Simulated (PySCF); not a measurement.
**TeCl₃⁺: fields on a plane**

Computed with PBE in PySCF with Te def2-SVP with ECP28, Cl def2-SVP; scalar-relativistic core potentials, no spin–orbit coupling; density-fitted integrals.

The singlet minimum has Te–Cl 2.328 Å (×3); Cl–Te–Cl 100.8° (×3).

The plane holds Te1 at (0.00, 0.00), Cl2 at (2.33, 0.00), Cl3 at (-0.43, 2.29) Å. Columns run from x = -2.55 to 4.65 Å, rows from y = 4.65 (top) to -1.95 Å, in steps of 0.3 Å. Other isomers or separated fragments may lie lower. Core electrons replaced by a potential are absent, the electrostatic potential uses the reduced nuclear charge, and values within about 0.7 Å of such atoms have no physical meaning.

Q: Give the electrostatic potential (V) (cut at 20 V). Lower edges of the bins (V): '_' 2.20, '.' 2.31, ':' 2.47, '-' 2.74, '=' 3.15, '+' 3.82, '*' 4.87, '#' 6.54, '%' 9.18, '@' 13.36; top 20.0, each point printed twice.

A: 
```
------====================--------::::::::....____
--========++++++++==========----------::::::....__
======++++++++++++++++==========--------::::::....
====++++++**********++++++========--------::::::..
====++++**####%%####**++++++==========------::::::
==++++**##%%@@@@@@%%##**++++++==========------::::
==++++**%%@@@@@@@@@@%%****++++++==========------::
++++**##@@@@@@@@@@@@@@##**++++++++==========------
++++**##@@@@@@@@@@@@@@##****++++++++++========----
++++**##@@@@@@@@@@@@@@####****++++++++++======----
++++**##%%@@@@@@@@@@@@%%##********++++++++======--
++****####%%@@@@@@@@@@%%########******++++++======
******##%%%%@@@@@@@@@@@@%%%%%%%%%%%%##****++++====
****####%%@@@@@@@@@@@@@@@@%%@@@@@@@@@@%%##**++====
****##%%%%@@@@@@@@@@@@@@@@@@@@@@@@@@@@@@##**++++==
****##%%@@@@@@@@@@@@@@@@@@@@@@@@@@@@@@@@%%**++++==
****##%%@@@@@@@@@@@@@@@@@@@@@@@@@@@@@@@@%%**++++==
****####%%@@@@@@@@@@@@@@@@@@@@@@@@@@@@@@##**++++==
****####%%@@@@@@@@@@@@@@@@%%@@@@@@@@@@%%##**++====
******####%%@@@@@@@@@@@@%%%%%%%%%%%%##****++++====
++****######%%%%@@@@%%%%########********++++======
++******########%%%%%%######******++++++++======--
++++********############********++++++++========--
```

Q: Give the electron density (e/Å³) (cut at 5 e/Å³). Lower edges of the bins (e/Å³): '0' 0.000, '1' 0.030, '2' 0.076, '3' 0.151, '4' 0.268, '5' 0.455, '6' 0.750, '7' 1.218, '8' 1.960, '9' 3.136; top 5.00.

A: 
```
0000000000000000000000000
0000000000000000000000000
0000000000000000000000000
0000011111000000000000000
0000123332110000000000000
0001245554320000000000000
0012467776421000000000000
0013579997531000000000000
0013579997632000000000000
0013578987531000000000000
0012467776431111110000000
0001345665432122222100000
0001234555433234443210000
0001235677654456765421000
0001246999965567887531000
0001247999975679997631000
0001347999975679997631000
0001246999965567887531000
0000235677644456765421000
0000123454432234443210000
0000012233221122222100000
0000001111100001110000000
0000000000000000000000000
```
